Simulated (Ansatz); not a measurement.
The cation of `C[N]=[Mo](=[O])([F])[O]C` at the neutral geometry.

```yaml
crystal:
  periodic: [false, false, false]
  atoms:
    - {symbol: C, position_ang: [0.681580, 0.569373, 2.130842]}
    - {symbol: N, position_ang: [0.502648, 0.696724, 0.728059]}
    - {symbol: Mo, position_ang: [-0.459138, 1.150111, -0.625683]}
    - {symbol: O, position_ang: [-1.926063, 1.700029, -0.021886]}
    - {symbol: F, position_ang: [0.447455, 2.480190, -1.570566]}
    - {symbol: O, position_ang: [-0.717043, -0.368430, -1.661023]}
    - {symbol: C, position_ang: [-0.267849, -1.698436, -1.622165]}
    - {symbol: H, position_ang: [0.891271, -0.473674, 2.388415]}
    - {symbol: H, position_ang: [1.537190, 1.170606, 2.454008]}
    - {symbol: H, position_ang: [-0.210088, 0.895564, 2.678391]}
    - {symbol: H, position_ang: [-1.101854, -2.358403, -1.367897]}
    - {symbol: H, position_ang: [0.531465, -1.824895, -0.885703]}
    - {symbol: H, position_ang: [0.110828, -1.973556, -2.609992]}
basis:
  gaussian: {orbitals: def2-TZVPP}
total_charge: 1
magnetization: {spin_polarized: true, initial_magnetization: 1}
correlation: {method: ccsd_t}
scf: {omitted_lower_state_checks: [cluster_reference]}
```

```sh
$ ansatz run in.yaml --threads 2 --pin off --events-out ev --progress --plain --max-ram 32768MiB --backend cuda --devices 0, --max-vram 18GiB
```

Output, abridged:

```
Functional definition: HF
2051 factors; integrals over basis functions are off by at most 1.1e-3 eV
mean field evaluation 1: about -12238.1251 eV, gradient 6.3e1 eV
mean field evaluation 2: about -12238.1401 eV, gradient 6.3e1 eV
mean field evaluation 4: about -12251.5090 eV, gradient 1.4e1 eV
mean field evaluation 8: about -12252.5856 eV, gradient 1.1e0 eV
mean field evaluation 16: about -12253.1033 eV, gradient 3.7e-1 eV
mean field evaluation 64: about -12250.6724 eV, gradient 9.5e0 eV
mean field evaluation 96: about -12251.3966 eV, gradient 6.0e-1 eV
mean field evaluation 128: about -12251.4529 eV, gradient 3.1e0 eV
mean field evaluation 160: about -12251.8186 eV, gradient 2.0e-1 eV
mean field evaluation 192: about -12252.8893 eV, gradient 1.2e0 eV
mean field evaluation 224: about -12252.5558 eV, gradient 1.3e0 eV
mean field evaluation 256: about -12253.0876 eV, gradient 8.9e-1 eV
mean field evaluation 288: about -12252.4759 eV, gradient 1.5e0 eV
mean field evaluation 320: about -12253.1074 eV, gradient 8.2e-5 eV
mean field -12253.10739596 eV, -450.2933913470 hartree, gradient 3.4e-6 eV, S^2 1.504011; 16 other end points of the search recorded, 0 dependent functions left out
6 core orbitals not correlated: weight in the atoms' cores, before any rotation towards them, 1.000 or more for the frozen orbitals, at most 0.000 for the correlated occupied ones
reference -12253.10739596 eV, -450.2933913470 hartree; 26, 25 occupied and 294, 295 virtual orbitals, 2051 factors
second order -47.67730226 eV of doubles, -0.00000000 eV of singles
cycle   1  -45.36337393 eV  change     2.3e0 eV  update   3.0e-1
cycle   2  -47.36073524 eV  change    -2.0e0 eV  update   1.6e-1
cycle   3  -48.13885244 eV  change   -7.8e-1 eV  update   8.8e-2
cycle   4  -48.42143035 eV  change   -2.8e-1 eV  update   5.4e-2
cycle   5  -48.45068116 eV  change   -2.9e-2 eV  update   2.9e-2
cycle   6  -48.48270319 eV  change   -3.2e-2 eV  update   1.8e-2
cycle   7  -48.53488545 eV  change   -5.2e-2 eV  update   1.1e-2
cycle   8  -48.54434532 eV  change   -9.5e-3 eV  update   7.6e-3
cycle   9  -48.55315348 eV  change   -8.8e-3 eV  update   5.3e-3
cycle  10  -48.56511333 eV  change   -1.2e-2 eV  update   3.7e-3
cycle  11  -48.55662226 eV  change    8.5e-3 eV  update   2.4e-3
cycle  12  -48.55398295 eV  change    2.6e-3 eV  update   1.4e-3
cycle  13  -48.55621956 eV  change   -2.2e-3 eV  update   1.0e-3
cycle  14  -48.55615657 eV  change    6.3e-5 eV  update   6.6e-4
cycle  15  -48.55756352 eV  change   -1.4e-3 eV  update   4.7e-4
cycle  16  -48.55804585 eV  change   -4.8e-4 eV  update   3.0e-4
cycle  17  -48.55767531 eV  change    3.7e-4 eV  update   2.2e-4
cycle  18  -48.55747015 eV  change    2.1e-4 eV  update   1.6e-4
cycle  19  -48.55763501 eV  change   -1.6e-4 eV  update   9.0e-5
cycle  20  -48.55770178 eV  change   -6.7e-5 eV  update   6.1e-5
cycle  21  -48.55783999 eV  change   -1.4e-4 eV  update   4.4e-5
cycle  22  -48.55792060 eV  change   -8.1e-5 eV  update   3.1e-5
cycle  23  -48.55785549 eV  change    6.5e-5 eV  update   2.1e-5
cycle  24  -48.55783317 eV  change    2.2e-5 eV  update   1.3e-5
perturbative correction -2.68947671 eV, -0.0988364462 hartree
Total energy: -12304.35470584 eV, -452.1766952484 hartree
Checks for a lower state left out: cluster_reference
```

Hardware: 2 threads of an AMD EPYC 7R13 on a shared host and a share of an NVIDIA H100 80 GB. Wall time 3 min, peak host memory 2.5 GiB.
